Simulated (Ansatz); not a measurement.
The cluster Be5, relaxed as a singlet with RKS PBE/def2-TZVP in Ansatz, starting from the GFN2-xTB geometry. Force threshold 0.02 eV/Å.

The structure comes from a short search, and lower isomers may exist.

Start:

```xyz
5

Be    1.574    1.254    0.126
Be   -0.687    0.796    0.330
Be    0.332   -0.308   -1.037
Be   -1.727   -1.029   -0.347
Be    0.508   -0.712    0.927
```

| step | energy (eV) | largest force component (eV/Å) | SCF passes |
| --- | --- | --- | --- |
| 1 | -1996.7919 | 1.159 | 33 |
| 2 | -1997.2622 | 0.794 | 40 |
| 3 | -1997.4402 | 0.172 | 35 |
| 4 | -1997.4465 | 0.063 | 34 |
| 5 | -1997.4483 | 0.002 | 32 |

Force components are those of the run's own axes.

End:

Cartesian coordinates in Å:
```
Be 1.3849 0.9976 0.1796
Be -0.6830 0.9022 0.2550
Be 0.2946 -0.2107 -1.1020
Be -1.3847 -0.9979 -0.1792
Be 0.3882 -0.6912 0.8466
```

Bonds formed: Be4–Be5 (atoms count from 1). The end is the same structure that another start reached, the lowest one found.

No frequencies were taken in this run, so the end may be a saddle point.

Hardware: 4 threads of Arm Neoverse V2 on a shared host. Wall time 5.5 s.
